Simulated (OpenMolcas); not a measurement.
# Ta I: effect of the basis set

```yaml
Program: OpenMolcas 26.06
Method: "SS-CASPT2, IPEA 0.25 Eh, imaginary shift 0.1 Eh (closed shells correlated: 5s 5p)"
Active_space: 5 electrons in 6 orbitals (5d 6s)
State_averaging: 2S+1 = 4 even, 50 roots; 2S+1 = 6 even, 6 roots kept (CI in the orbitals of an earlier block); 2S+1 = 2 even, 98 roots kept (CI in the orbitals of an earlier block)
Spin-orbit_coupling: state interaction with AMFI integrals over the reference wave functions, term energies averaged over their components
```

A. ANO-R1 [7s5p4d2f], X2C, finite nucleus; CASPT2 step of the order of 30 core-seconds
B. ANO-RCC-VDZP [7s6p4d2f1g], DKH2, point nucleus; CASPT2 step of the order of 40 core-seconds
C. ANO-R2 [8s6p5d3f1g], X2C, finite nucleus; CASPT2 step about 80 core-seconds
D. ANO-RCC-VTZP [8s7p5d3f2g1h], DKH2, point nucleus; CASPT2 step of the order of 2.3 core-minutes
E. ANO-R3 [9s7p6d4f3g2h], X2C, finite nucleus; CASPT2 step roughly 4 core-minutes
F. ANO-RCC-VQZP [9s8p6d4f3g2h], DKH2, point nucleus; CASPT2 step about 5 core-minutes

Energies in cm-1 above 5d3 6s2 4F 3/2, the measured ground level; measured values from NIST Handbook of Basic Atomic Spectroscopic Data.

| Level | A | B | C | D | E | F | Measured |
| --- | --- | --- | --- | --- | --- | --- | --- |
| 5d3 6s2 4F 3/2 | 0.0 | 0.0 | 0.0 | 0.0 | 0.0 | 0.0 | 0.0 |
| 5d3 6s2 4F 5/2 | 1672 | 1748 | 1823 | 1816 | 1798 | 1805 | 2010 |
| 5d3 6s2 4F 7/2 | 3430 | 3580 | 3650 | 3650 | 3580 | 3600 | 3964 |
| 5d3 6s2 4F 9/2 | 4990 | 5190 | 5160 | 5180 | 5040 | 5060 | 5621 |
| 5d3 6s2 4P 1/2 [72 %] | 5510 | 5310 | 5040 | 4880 | 5190 | 5000 | 6049 |
| 5d3 6s2 4P 3/2 [66 %] | 6120 | 5930 | 5720 | 5640 | 5840 | 5690 | 6069 |
| 5d3 6s2 4P 5/2 | 8960 | 8810 | 8810 | 8620 | 8970 | 8780 | 9253 |
| 5d4 6s 6D 1/2 [63 %] | 9770 | 9780 | 9320 | 8950 | 9240 | 8990 |  |
| 5d4 6s 6D 3/2 [65 %] | 9920 | 9940 | 9450 | 9070 | 9380 | 9110 |  |
| 5d3 6s2 2G 7/2 | 10610 | 10990 | 9940 | 10140 | 9500 | 9580 |  |
| 5d4 6s 6D 5/2 | 11130 | 11150 | 10840 | 10360 | 10840 | 10520 |  |
| 5d3 6s2 2G 9/2 [51 %] | 11690 | 12120 | 10990 | 11160 | 10450 | 10550 |  |
| 5d3 6s2 2P 1/2 [63 %] | 11830 | 12040 | 11370 | 11450 | 11170 | 11070 |  |
| 5d4 6s 6D 7/2 | 12040 | 12100 | 11770 | 11220 | 11740 | 11380 |  |
| 5d3 6s2 2D 5/2(1) | 13290 | 13360 | 12880 | 12860 | 12770 | 12640 |  |
| 5d4 6s 6D 9/2 | 13320 | 13450 | 13100 | 12600 | 13000 | 12670 |  |
| 5d3 6s2 2P 3/2 [53 %] | 16170 | 16450 | 15890 | 15970 | 15600 | 15530 |  |
| 5d3 6s2 2H 9/2 [61 %] | 16490 | 17130 | 15720 | 15970 | 14990 | 15130 |  |
| 5d3 6s2 2H 11/2 | 16790 | 17450 | 15850 | 16120 | 14990 | 15170 |  |
| 5d3 6s2 2F 5/2 | 19110 | 19250 | 18100 | 17980 | 17460 | 17380 |  |
| 5d3 6s2 2F 7/2 | 19220 | 19370 | 18270 | 18150 | 17620 | 17540 |  |
| 5d4 6s 4D 3/2(1) [56 %] | 23300 | 24030 | 21830 | 21560 | 20720 | 20620 |  |
| 5d4 6s 4H 7/2 [53 %] | 23870 | 24740 | 22130 | 21780 | 20800 | 20730 |  |
| 5d4 6s 4H 9/2 [55 %] | 24380 | 25270 | 22690 | 22330 | 21350 | 21280 |  |

Deviations, from unrounded energies. A percentage is the sum of absolute deviations over the sum of measured energies, with the sign that they share, or ± where signs differ.

| Against measurement | Levels | A | B | C | D | E | F |
| --- | --- | --- | --- | --- | --- | --- | --- |
| mean absolute deviation (cm-1) | 6 | 400 | 400 | 460 | 530 | 420 | 500 |
| fine structure of the ground term (%) | 3 | -13.0 | -9.3 | -8.3 | -8.2 | -10.1 | -9.8 |
| other terms of the ground configuration (%) | 3 | ±4.1 | -6.2 | -8.4 | -10.4 | -6.4 | -8.9 |

A, B lie about equally close to measurement and D furthest from it. The largest miss of A in the table is 5d3 6s2 4F 9/2, by -640 cm-1. The ranking rests on the paired levels alone, and a cruder setting can come out closer through cancelling errors.

The two smallest mean deviations differ by little beside CASPT2's spread within terms, so their order carries little weight.

Among A to F the level of the table that moves most is 5d4 6s 4H 7/2 [53 %], by 4000 cm-1 (lowest in F, highest in B). Moves below CASPT2's spread within the term are not significant.

Term energies are means over components that CASPT2 splits; among the terms shown or strongly mixed into the levels shown the widest spread is 670 cm-1 (5d3 6s2 4F, E). Over all roots computed the reference weight is 0.89 to 0.94 in A, 0.87 to 0.92 in C, 0.88 to 0.93 in D, 0.86 to 0.92 in E, 0.87 to 0.92 in F; the roots of lowest weight are the least certain, and an intruder state may touch them. Terms from blocks run as CI alone lack orbitals of their own. Configurations are named by rounded mean occupations; where the s occupation lies near a half they are strongly mixed, a name can repeat and a true partner stay unpaired. A single d shell beside an s shell can misplace configurations of different d count against each other. The CASPT2 spread within a term exceeds the gap to the next term for 5d4 6s 4P and 5d4 6s 4F, so the order of their levels is uncertain, and so are names and mixing where such terms share a J (figures for A; the like holds for B, C, D, E, F). Some terms miss by over 15 % even with CASPT2, which points to a basis or an active space too small for the shells correlated (holds for C; D; F). Computed and measured levels are paired by configuration, term and J; levels that our copy of the source lacks, or whose pairing is in doubt (as where it misses far off the trend of its configuration), stay unpaired and out of the deviations. Levels of configurations outside the active space are missing. Levels that lie high or do not pair safely by name in every column are left out.

A share in square brackets marks a mixed level and gives the weight of the term that names it, the lowest over the columns. A number in round brackets counts repeated terms of one configuration in the order of the reference energies.
